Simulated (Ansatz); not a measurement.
All numbers were calculated with Ansatz.

A structure relaxed at PBE0-D4/def2-TZVP, charge 0, multiplicity 1:

```json
{"atom": "C1", "x (Å)": "0.134", "y (Å)": "1.944", "z (Å)": "-0.434"}
{"atom": "Ga2", "x (Å)": "-0.154", "y (Å)": "-0.002", "z (Å)": "-0.456"}
{"atom": "C3", "x (Å)": "-1.694", "y (Å)": "-1.044", "z (Å)": "0.186"}
{"atom": "Cl4", "x (Å)": "0.971", "y (Å)": "-1.023", "z (Å)": "-2.060"}
{"atom": "Se5", "x (Å)": "1.680", "y (Å)": "-0.712", "z (Å)": "1.529"}
{"atom": "H6", "x (Å)": "-0.141", "y (Å)": "2.381", "z (Å)": "0.528"}
{"atom": "H7", "x (Å)": "1.175", "y (Å)": "2.186", "z (Å)": "-0.652"}
{"atom": "H8", "x (Å)": "-0.484", "y (Å)": "2.411", "z (Å)": "-1.205"}
{"atom": "H9", "x (Å)": "-1.450", "y (Å)": "-2.106", "z (Å)": "0.241"}
{"atom": "H10", "x (Å)": "-2.527", "y (Å)": "-0.930", "z (Å)": "-0.513"}
{"atom": "H11", "x (Å)": "-2.030", "y (Å)": "-0.703", "z (Å)": "1.168"}
{"atom": "H12", "x (Å)": "1.725", "y (Å)": "-2.085", "z (Å)": "1.011"}
{"atom": "H13", "x (Å)": "2.795", "y (Å)": "-0.318", "z (Å)": "0.658"}
```

(1) Give its formula and SMILES.

(2) Point group (tolerance 0.08 Å, 0.16 Å for H)?

(3) Summarise the bond lengths by kind.

## Answers

(1) C2H8ClGaSe, `[CH3][Ga-]([CH3])([Cl])[SeH2+]`.

(2) Cs.

(3) 2 × C–Ga 1.967 Å; 6 × C–H 1.091 to 1.093 Å; 1 × Cl–Ga 2.209 Å; 1 × Ga–Se 2.794 Å; 2 × H–Se 1.468 Å.
